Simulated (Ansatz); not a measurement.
Gas-phase electronic energies from Ansatz, PBE0-D4/def2-TZVP geometries. CBS: MP2 limit from def2 TZ/QZ plus the TZ coupled-cluster correction, frozen cores. This one scheme is used for every species. Functionals use def2-TZVPP. B3LYP here is the variant with VWN-RPA as its local correlation; programs differ in this. HSE06 is defined as in plane-wave codes. Each species was taken in one conformer, which may not be the lowest.

Consider the ligand exchange at a B–O bond: `NBO[SiH3]` + NH₃ → `NBN` + `O[SiH3]`.

| level | ΔE (kJ/mol) | difference from CCSD(T)/CBS |
| --- | --- | --- |
| LDA (SPW92) | 22.1 | -9.6 |
| PBE-D4 | 25.8 | -5.9 |
| revPBE-D4 | 26.1 | -5.6 |
| BLYP-D4 | 30.9 | -0.8 |
| r2SCAN-D4 | 30.0 | -1.7 |
| B97M-V | 35.4 | 3.7 |
| PBE0-D4 | 27.2 | -4.5 |
| B3LYP-D4 | 31.4 | -0.3 |
| r2SCANh-D4 | 30.0 | -1.7 |
| r2SCAN0-D4 | 30.0 | -1.7 |
| HSE06-D4 | 27.1 | -4.6 |
| BHLYP-D4 | 33.9 | 2.2 |
| CAM-B3LYP-D4 | 30.8 | -0.9 |
| ωB97X-V | 30.0 | -1.7 |
| ωB97M-V | 29.7 | -2.0 |
| B2PLYP | 30.5 | -1.2 |
| PBE-QIDH | 28.7 | -3.0 |
| PBE | 24.0 | -7.7 |
| revPBE | 24.4 | -7.3 |
| BLYP | 27.9 | -3.8 |
| r2SCAN | 29.3 | -2.4 |
| PBE0 | 25.4 | -6.3 |
| B3LYP | 28.6 | -3.1 |
| r2SCAN0 | 29.2 | -2.5 |
| HSE06 | 25.4 | -6.3 |
| CAM-B3LYP | 28.9 | -2.8 |
| LC-ωPBE | 24.7 | -7.0 |
| RPA@PBE/def2-TZVPP | 34.5 | 2.8 |
| MP2/def2-SVP | 36.7 | 5.0 |
| CCSD/def2-SVP | 37.9 | 6.2 |
| CCSD(T)/def2-SVP | 38.5 | 6.8 |
| HF/def2-TZVPP | 36.2 | 4.5 |
| SCS-MP2/def2-TZVPP | 32.7 | 1.0 |
| CCSD(T)/def2-TZVPP | 33.0 | 1.3 |
| HF/def2-QZVPP | 36.7 | 5.0 |
| MP2/def2-QZVPP | 30.5 | -1.2 |
| SCS-MP2/def2-QZVPP | 32.0 | 0.3 |
| HF/CBS(def2) | 36.7 | 5.0 |
| MP2/CBS(def2) | 29.8 | -1.9 |
| CCSD/CBS(def2) | 31.7 | 0.0 |
| CCSD(T)/CBS | 31.7 | 0 |

(1) What do rigid-rotor, harmonic-oscillator terms from PBE0-D4/def2-TZVP frequencies (298.15 K, 1 bar) make of the CCSD(T)/CBS value? (Estimate.)

Largest T1 diagnostic among the species: 0.012.

## Answers

(1) Ansatz gave: ΔZPE = +1.1 kJ/mol, ΔH = +30.6 kJ/mol, ΔS = 1 J/(mol·K), ΔG = +30.2 kJ/mol.

At CCSD(T), def2-SVP lies +6.8 kJ/mol from the extrapolated value and def2-TZVPP +1.3 kJ/mol. From BLYP to BHLYP (50 % exact exchange), in def2-TZVPP and without D4, ΔE moves by +3.1 kJ/mol.
